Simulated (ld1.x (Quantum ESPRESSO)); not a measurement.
Building the TM semilocal potential for La (PBEsol, scalar-relativistic).

Input for ld1.x (Quantum ESPRESSO) 7.5:

```
&input
   title='La', zed=57., rel=1, dft='PBESOL', iswitch=3,
   config='[Xe] 4f0 5d1 6s1.5 6p0.5',
   nld=4, rlderiv=2.75, eminld=-5.0, emaxld=5.0, deld=0.02
 /
 &inputp
   pseudotype=1, tm=.true., lloc=1,
   nlcc=.true., rcore=0.80,
   file_pseudopw='La.pp', file_wfcaegen='ae.wfc', file_wfcncgen='nc.wfc'
 /
4
5S  1  0   2.00   0.00  1.85  1.85  0.0
5D  3  2   1.00   0.00  2.15  2.15  0.0
4F  4  3   0.00   0.00  1.00  1.00  0.0
5P  2  1   6.00   0.00  2.55  2.55  0.0
 &test
   configts(1)='4f0 5s2 5p6 5d1 6s1.5 6p0.5'
 /
```

Command:

```bash
ld1.x < La.in > La.out
```

The program printed (shortened: banner, matrices, multipoles, cross overlaps and the repeated all-electron block are left out):

```
[... start of the log left out ...]

      Wfc   5S  rcut= 1.835  Using Troullier-Martins method

      Wfc   5D  rcut= 2.132  Using Troullier-Martins method

      Wfc   4F  rcut= 1.007  Using Troullier-Martins method

       Warning: n=3, l=1 expected 1 nodes, found 0
       Setting wfc to zero for this iteration
       (This warning will only be printed once per wavefunction)

     ------------------- End of pseudopotential generation -------------------

     Computing logarithmic derivative in   2.75445

       Warning: n=2, l=0 expected 1 nodes, found 0
       Setting wfc to zero for this iteration
       (This warning will only be printed once per wavefunction)

       Warning: n=1, l=0 expected 0 nodes, found 1
       Setting wfc to zero for this iteration
       (This warning will only be printed once per wavefunction)

       Warning: n=2, l=1 expected 0 nodes, found 1
       Setting wfc to zero for this iteration
       (This warning will only be printed once per wavefunction)

     [... 2 repeated lines left out ...]
       (This warning will only be printed once per wavefunction)

 %%%%%%%%%%%%%%%%%%%%%%%%%%%%%%%%%%%%%%%%%%%%%%%%%%%%%%%%%%%%%%%%%%%%%%%%%%%%%%
     Error in routine run_pseudo (1):
     Errors in PS-KS equation
 %%%%%%%%%%%%%%%%%%%%%%%%%%%%%%%%%%%%%%%%%%%%%%%%%%%%%%%%%%%%%%%%%%%%%%%%%%%%%%

     stopping ...
```

The run stopped because the pseudo-atom solver did not find the valence states with the expected number of nodes, which is the usual sign of a ghost state.

The run took about 0.96 s on one core of a shared server CPU.
